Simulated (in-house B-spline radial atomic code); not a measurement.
## The holmium ion Ho⁺: [Kr] 4d9 4f11 5s2 5p6 6s1 7g1 (an excited or competing configuration)

Method: Dirac-Hartree-Fock, average of configuration, Fermi nucleus of rms radius 5.2022 fm. Calculated with a B-spline radial code for spherical atoms.

Effective charges: Z_r = [3n² - l(l+1)]/(2<r>) from the radius, Z_e = n√(-2ε) from the energy, and Slater's rules. Values are occupation-weighted means over j. An effective charge above Z reflects the relativistic contraction of the inner shells.

```json
{"shell": "1s", "electrons": "2", "ε (eV)": "-55982", "<r> (bohr)": "0.02074", "Z_r": "72.34", "Z_e": "64.15", "Slater": "66.70"}
{"shell": "2s", "electrons": "2", "ε (eV)": "-9512.2", "<r> (bohr)": "0.08745", "Z_r": "68.61", "Z_e": "52.88", "Slater": "62.85"}
{"shell": "2p", "electrons": "6", "ε (eV)": "-8460.4", "<r> (bohr)": "0.07773", "Z_r": "64.33", "Z_e": "49.87", "Slater": "62.85"}
{"shell": "3s", "electrons": "2", "ε (eV)": "-2198.9", "<r> (bohr)": "0.2286", "Z_r": "59.05", "Z_e": "38.14", "Slater": "55.75"}
{"shell": "3p", "electrons": "6", "ε (eV)": "-1867.7", "<r> (bohr)": "0.2276", "Z_r": "54.93", "Z_e": "35.15", "Slater": "55.75"}
{"shell": "3d", "electrons": "10", "ε (eV)": "-1429.2", "<r> (bohr)": "0.2079", "Z_r": "50.51", "Z_e": "30.75", "Slater": "45.85"}
{"shell": "4s", "electrons": "2", "ε (eV)": "-479.8", "<r> (bohr)": "0.5182", "Z_r": "46.31", "Z_e": "23.75", "Slater": "39.25"}
{"shell": "4p", "electrons": "6", "ε (eV)": "-366.89", "<r> (bohr)": "0.5481", "Z_r": "41.96", "Z_e": "20.77", "Slater": "39.25"}
{"shell": "4d", "electrons": "9", "ε (eV)": "-209.5", "<r> (bohr)": "0.595", "Z_r": "35.29", "Z_e": "15.70", "Slater": "28.20"}
{"shell": "5s", "electrons": "2", "ε (eV)": "-82.228", "<r> (bohr)": "1.271", "Z_r": "29.51", "Z_e": "12.29", "Slater": "12.75"}
{"shell": "5p", "electrons": "6", "ε (eV)": "-51.807", "<r> (bohr)": "1.47", "Z_r": "24.82", "Z_e": "9.76", "Slater": "12.75"}
{"shell": "4f", "electrons": "11", "ε (eV)": "-37.463", "<r> (bohr)": "0.7598", "Z_r": "23.69", "Z_e": "6.64", "Slater": "18.50"}
{"shell": "6s", "electrons": "1", "ε (eV)": "-18.031", "<r> (bohr)": "3.336", "Z_r": "16.19", "Z_e": "6.91", "Slater": "4.20"}
{"shell": "7g", "electrons": "1", "ε (eV)": "-1.1119", "<r> (bohr)": "31.69", "Z_r": "2.00", "Z_e": "2.00", "Slater": "-"}
```

The least bound orbital is 7g7/2 at -1.112 eV, and it is also the most diffuse (<r> = 31.69 bohr). The part-filled 4d shell lies below the filled 5p shell in orbital energy.

Spin-orbit splittings of the orbital energies (j = l + 1/2 above j = l - 1/2 when positive): 2p 859.2 eV, 3p 182.9 eV, 3d 39.52 eV, 4p 41.51 eV, 4d 7.686 eV, 5p 5.824 eV, 4f 1.138 eV, 7g -2.73e-06 eV.

For the 1s electron the small component carries 6.27 % of the norm, the zero-frequency Breit interaction raises the level by 175.3 eV, self-energy by 106.2 eV, and vacuum polarisation lowers it by 18.1 eV.
